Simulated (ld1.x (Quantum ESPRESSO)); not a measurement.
# vanadium: one change to a PAW potential, before and after

| Property | Result |
| --- | --- |
| Element | vanadium (V) |
| Generator | ld1.x (Quantum ESPRESSO) 7.5 |
| Type | PAW |
| Functional | PBE |
| Relativity | scalar-relativistic |
| Frozen core | [Ne] 3s2 |
| Valence charge | 11 |
| Reference configuration | 3p6 3d3 4s1.5 4p0.5 |
| Partial waves | 4s (bound): rcut 2.55, rcutus 2.95 bohr; 4s channel at 2.55 Ry: rcut 2.55, rcutus 2.95 bohr; 3p (bound): rcut 1.50, rcutus 1.65 bohr; 4p (bound): rcut 1.50, rcutus 1.65 bohr; 3d (bound): rcut 1.55, rcutus 2.10 bohr; 3d channel at 1.05 Ry: rcut 1.55, rcutus 2.10 bohr |
| Local potential | all-electron potential smoothed inside 1.50 bohr (lloc = -2) |
| Core correction | Bessel-smoothed model core, default radius (core density twice the valence density) |
| Augmentation charge | BESSEL, radius 1.45 bohr |

Change: waves 4s (bound): rcut 2.55, rcutus 3.52 bohr; 4s channel at 2.55 Ry: rcut 2.55, rcutus 3.52 bohr.

Cutoffs: the cutoffs (Ry, on a coarse ladder) from which the occupation-weighted sum of valence levels, in a spherical-Bessel basis at the reference potential, stays within 10 and 1 mRy of its value at 400 Ry; they do not see the model core or the augmentation charge, which bear on the density cutoff. Errors are all-electron minus pseudo energies relative to the spin-unpolarised reference configuration.

Task: What does the change do?

Result: The potential gets neither clearly harder nor softer (35 Ry and 55 Ry → 35 Ry and 55 Ry); a bound ghost appears in s, which as a rule spoils a file; the number of tests with a reliable result goes from 7 to 0 (the test run of the changed file stopped, so its transferability is not established).

```
                            quantity                    base                        changed
                       cutoff, loose                   35 Ry                          35 Ry
                       cutoff, tight                   55 Ry                          55 Ry
                        bound ghosts                    none                              s
        tests with a reliable result                  7 of 7  0 of 7 (the test run stopped)
lowest overlap eigenvalue by channel  s 0.68, p 0.13, d 0.20         s 0.02, p 0.13, d 0.20
```

 A true bound ghost makes a file unfit for plane-wave use even where its test errors are small: the radial tests pick states by their node count and pass the ghost by.
